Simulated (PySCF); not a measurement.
ClGaH2S2, SMILES [SH][Ga]([SH])[Cl]. Atoms are numbered in the order given.

```xyz
6

Ga     0.0000     0.0000     0.0026
Cl     0.0000     0.0000    -2.1365
S      0.0000    -1.9553     0.9927
H      0.0000    -1.4284     2.2375
S      0.0000     1.9553     0.9927
H      0.0000     1.4284     2.2375
```

The structure is a stationary point at PBE0-D3(BJ)/def2-SVP. The structure was generated by enumeration; whether it is a known compound was not checked. The values are those of a single conformer.

The numbers are results of PySCF with TDDFT-CAM-B3LYP/def2-SVPD, not measurements.

Vertical excitations. Isolated molecule, no solvent. State labels are in the subgroup C2v.

```
state  symmetry  energy (eV)  λ (nm)      f                                              main pairs
-----  --------  -----------  ------  -----  ------------------------------------------------------
S1           A2         5.28     235  0.000                                          HOMO→LUMO 86 %
S2           B1         5.83     213  0.030                                        HOMO−1→LUMO 86 %
S3           B2         5.89     210  0.005                      HOMO→LUMO+1 76 %, HOMO−2→LUMO 19 %
S4           A2         6.08     204  0.000                                        HOMO→LUMO+2 75 %
S5           B1         6.45     192  0.021                    HOMO−1→LUMO+2 60 %, HOMO→LUMO+3 18 %
S6           A2         6.52     190  0.000                                      HOMO−2→LUMO+1 98 %
S7           A1         6.54     190  0.037                                      HOMO−1→LUMO+1 90 %
S8           B2         6.73     184  0.284    HOMO−2→LUMO 58 %, HOMO−3→LUMO 20 %, HOMO→LUMO+1 11 %
S9           B1         7.14     174  0.062                                        HOMO−4→LUMO 84 %
S10          B2         7.25     171  0.162  HOMO−3→LUMO 48 %, HOMO−2→LUMO+2 31 %, HOMO−2→LUMO 12 %
T1           A2         4.94     251      0                                          HOMO→LUMO 84 %
T2           B2         5.36     232      0                                        HOMO→LUMO+1 91 %
T3           B1         5.39     230      0                                        HOMO−1→LUMO 83 %
T4           A2         5.69     218      0                                        HOMO→LUMO+2 68 %
```
Triplets are in the Tamm–Dancoff approximation, which puts them higher than full response would, so one can lie above its singlet here.
